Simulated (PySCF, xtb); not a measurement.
B(NCO)(OH)2 (CH2BNO3), SMILES B(O)(N=C=O)O. Atoms are numbered in the order given.

```xyz
8

B      0.0000     0.0000    -1.0277
N      0.0000     0.0000     0.4265
C      0.0000     0.0000     1.6215
O      0.0000     0.0000     2.7918
O      0.0000    -1.1652    -1.7250
H      0.0000    -1.9400    -1.1549
O      0.0000     1.1652    -1.7250
H      0.0000     1.9400    -1.1549
```

Geometry: ωB97X-D3(BJ)/def2-SVP. The structure was generated by enumeration, and PubChem lists no compound with its InChIKey, so it may never have been made. The values are those of a single conformer.

Level of theory: IEF-PCM-B3LYP/def2-SVP (PySCF).

The values are the electrostatic part of the solvation free energy, E(continuum) − E(gas) at the gas-phase geometry, in a cavity of scaled van der Waals radii (PySCF's table); cavitation and dispersion terms are not included. In vacuum the orbital gap is 8.42 eV. The dipole moment in vacuum is 0.44 D.

| solvent | ε | ΔG(elec) (kcal/mol) | dipole (D) | gap (eV) |
|---|---|---|---|---|
| water | 78.36 | -8.7 | 0.44 | 8.41 |
| diethylether | 4.24 | (withheld) | (withheld) | (withheld) |
| ethanol | 24.85 | -8.3 | 0.44 | 8.42 |

Task: What belongs in the gaps? (Estimate from the structure and the level; the computed values follow.)

Result: 
- diethylether, ΔG(elec) (kcal/mol): -5.8
- diethylether, dipole (D): 0.42
- diethylether, gap (eV): 8.42

For comparison, GFN2-xTB/ALPB(water) (xtb, at the GFN2-xTB geometry, all terms of that model) gives -9.6 kcal/mol.
